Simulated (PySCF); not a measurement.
## `CB(C)C(C)=C=C(C)C`, C₈H₁₅B

Geometry (Å), atoms numbered from 1 in this order:
```xyz
24

C    -1.1436    1.2700   -0.9871
B    -1.2190   -0.2128   -0.4708
C    -2.6098   -0.9559   -0.4073
C     0.0624   -0.9936   -0.0117
C    -0.0150   -2.4078    0.5199
C     1.2256   -0.3728   -0.1189
C     2.3642    0.2693   -0.2400
C     3.1766    0.1972   -1.5061
C     2.9138    1.1161    0.8782
H    -1.6264    1.3488   -1.9768
H    -0.1317    1.6953   -1.0470
H    -1.7538    1.9075   -0.3219
H    -2.5850   -1.8400   -1.0701
H    -3.4720   -0.3379   -0.6977
H    -2.7945   -1.3624    0.6021
H    -0.4500   -3.0854   -0.2323
H    -0.6710   -2.4599    1.4034
H     0.9715   -2.8006    0.8032
H     3.3220    1.2056   -1.9284
H     4.1793   -0.2142   -1.3017
H     2.6939   -0.4298   -2.2671
H     2.2496    1.1209    1.7523
H     3.0519    2.1572    0.5415
H     3.9033    0.7464    1.1955
```

Computed, not measured: PySCF, quadratic response CAM-B3LYP/def2-SVPD first hyperpolarisability, Taylor convention, gas phase. Geometry: PBE0-D3(BJ)/def2-SVP.

Question: What is the first hyperpolarisability, and how does it disperse?

Answer: In au, Taylor convention; the vector part is βᵢ = ⅓ Σⱼ (βᵢⱼⱼ + βⱼᵢⱼ + βⱼⱼᵢ); β∥ is 3/5 of the vector part along the dipole, the dipole points from − to +:
| process | λ (nm) | β vector norm | β∥ | β HRS | depolarisation ratio |
| --- | --- | --- | --- | --- | --- |
| static β(0;0,0) | ∞ | 190.2 | 104.1 | 90.7 | 3.46 |
| second harmonic β(−2ω;ω,ω) | 1907 | 206.7 | 113.7 | 98.1 | 3.51 |
| Pockels β(−ω;ω,0) | 1907 | 195.4 | 107.2 | – | – |
| second harmonic β(−2ω;ω,ω) | 1064 | 251.9 | 140.1 | 118.3 | 3.61 |
| Pockels β(−ω;ω,0) | 1064 | 207.9 | 114.4 | – | – |

Question: Which lowest excitations, dipole and polarisabilities go with it?

Answer: S1 4.46 eV (f = 0.000); S2 5.82 eV (f = 0.398); S3 6.20 eV (f = 0.001); dipole 0.80 D; isotropic α 118.8 au static, 119.2 au at 1907 nm, 120.1 au at 1064 nm, 120.5 au at 953.5 nm, 124.6 au at 532 nm.
